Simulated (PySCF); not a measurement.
C₄H₆Ge.
SMILES with atom numbers: `[CH:1]1=[CH:2][GeH2:3][CH:4]=[CH:5]1` (hydrogens: H6 on C1; H7 on C2; H8, H9 on Ge3; H10 on C4; H11 on C5)

Method: PySCF 2.14.0, PBE0-D3(BJ)/def2-SVP geometry optimisation, gas phase; density fitting, grid level 1; the optimiser is geomeTRIC in internal coordinates, started from a GFN2-xTB structure.

Step 0: E = -60740.3356 eV
```
atom  x, y, z in Å  |  force x, y, z in eV/Å
C1     -0.9029    0.7057   -0.4214   -0.019   0.019  -0.003
C2      0.3112    1.2581   -0.3296    0.548   0.019   0.104
Ge3     1.5586   -0.0988    0.3089   -1.043   0.044  -0.226
C4      0.0589   -1.3451    0.3549    0.542  -0.072   0.130
C5     -1.0391   -0.6996   -0.0518   -0.022  -0.012  -0.004
H6     -1.7820    1.2424   -0.7519   -0.364   0.340  -0.172
H7      0.4992    2.2877   -0.5823    0.109   0.547  -0.132
H8      2.1922    0.1897    1.6380    0.215   0.158   0.680
H9      2.6596   -0.4571   -0.6454    0.461  -0.185  -0.534
H10     0.0466   -2.3819    0.6452    0.002  -0.549   0.156
H11    -2.0149   -1.1614   -0.1208   -0.429  -0.308   0.000
```

Step 1: E = -60740.4026 eV
```
atom  x, y, z in Å  |  force x, y, z in eV/Å
C1     -0.8977    0.7150   -0.4226   -0.062   0.057  -0.030
C2      0.3222    1.2801   -0.3336    0.004  -0.005   0.002
Ge3     1.5386   -0.0980    0.3044    0.253  -0.011   0.057
C4      0.0655   -1.3682    0.3626    0.011   0.008  -0.003
C5     -1.0356   -0.7091   -0.0485   -0.073  -0.053   0.000
H6     -1.7845    1.2666   -0.7596    0.033  -0.026   0.016
H7      0.5104    2.3252   -0.5905    0.013  -0.043   0.015
H8      2.1760    0.2044    1.6870   -0.086  -0.041  -0.186
H9      2.6643   -0.4712   -0.6971   -0.153   0.050   0.133
H10     0.0504   -2.4202    0.6569    0.022   0.041  -0.007
H11    -2.0221   -1.1851   -0.1155    0.038   0.023   0.002
```

Q: Estimate the geometry and energy of step 2. (The exact step hangs on the optimiser's Hessian estimate; all steps are aligned on step 1, rigid shifts and turns removed.)

A: E = -60740.4055 eV, largest force 0.067 eV/Å
```
atom  x, y, z in Å  |  force x, y, z in eV/Å
C1     -0.9006    0.7155   -0.4234    0.030  -0.008   0.009
C2      0.3225    1.2746   -0.3322   -0.036   0.051  -0.021
Ge3     1.5424   -0.0981    0.3054   -0.004   0.001  -0.001
C4      0.0670   -1.3626    0.3611   -0.045  -0.049   0.004
C5     -1.0386   -0.7094   -0.0490    0.033   0.006   0.005
H6     -1.7851    1.2684   -0.7600    0.007   0.001   0.002
H7      0.5146    2.3181   -0.5879    0.010   0.007   0.000
H8      2.1740    0.2018    1.6771   -0.006   0.001   0.001
H9      2.6583   -0.4685   -0.6884   -0.006   0.000  -0.005
H10     0.0560   -2.4133    0.6557    0.009  -0.008   0.004
H11    -2.0230   -1.1868   -0.1149    0.008  -0.002   0.002
```

The energy changes by -0.0028 eV. The first-order estimate −F·Δx gives -0.0066 eV and the mean of the old and new forces, exact on a quadratic surface, -0.0029 eV. The step makes an angle of 45° with the force vector and moves no atom by more than 0.011 Å.

What follows is the cost of the whole optimisation. On an Arm Neoverse V1 with one thread, shared host with 32 logical CPUs at a one-minute load of 20, this took 20 s and 0.53 GiB of memory at its peak.
